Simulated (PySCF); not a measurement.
CdMe(CF3), C₂H₃CdF₃ (singlet state).
Bonds: Cd1–C2, Cd1–C6, C6–F7, C6–F8, C6–F9. Hydrogens: H3, H4, H5 on C2.

Method: PBE0-D3(BJ)/def2-SVP geometry optimisation, gas phase, def2 core potentials past Kr in PySCF.

(1) What internal coordinates does the optimisation give?

Answers

(1) 
| bond | length (Å) |
| --- | --- |
| Cd1–C2 | 2.101 |
| Cd1–C6 | 2.159 |
| C2–H3, C2–H4, C2–H5 | 1.100 |
| C6–F7, C6–F8, C6–F9 | 1.349 |

Bonds in one row agree within 0.01 Å and their mean is given. A selection of angles:
| angle | degrees |
| --- | --- |
| C2–Cd1–C6 | 179.4 |
| Cd1–C2–H3 | 110.4 |
| Cd1–C2–H5 | 110.6 |
| H3–C2–H4 | 108.4 |
| Cd1–C6–F7 | 113.0 |
| Cd1–C6–F9 | 112.0 |
| F7–C6–F8 | 106.1 |

Cd1 (cadmium bonded to 2 C) is linear (angle 179.4°). The C–Cd distances run from 2.101 Å (Cd1–C2) to 2.159 Å (Cd1–C6), a spread of 0.058 Å. All 3 C–F bonds measure 1.348 to 1.349 Å.

Point group: near C3v, missed by 0.12 Å at most; the miss may be what the optimiser left on a soft mode (C3 holds within 0.08 Å). Stationary, but not proved a minimum.
